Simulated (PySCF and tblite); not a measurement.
Results of a calculation; reference values are marked as such.
System: C₅H₅FN₂S, numbered as in [CH2:1]=[C:2]([F:3])[c:4]1[n:5][c:6]([CH3:7])[n:8][s:9]1.

Motion: rotation about the C4–C2 bond (torsion N5–C4–C2–C1 from 0° to 180°, rising). GFN2-xTB gives an electronic barrier of 5.4 kcal/mol and a reaction energy of 1.4 kcal/mol.

Q: What does PBE0/pcSseg-1 + D3(BJ) give on GFN2-xTB geometries?

A: A barrier of 7.0 kcal/mol, 1.6 above the tight-binding barrier (from unrounded values), a reaction energy of 3.5 kcal/mol and, with GFN2-xTB thermal terms, ΔG‡(298 K) = 7.4 kcal/mol and k = 4.9×10⁷ s⁻¹ (2 equivalent paths).

Programs: tblite and PySCF.
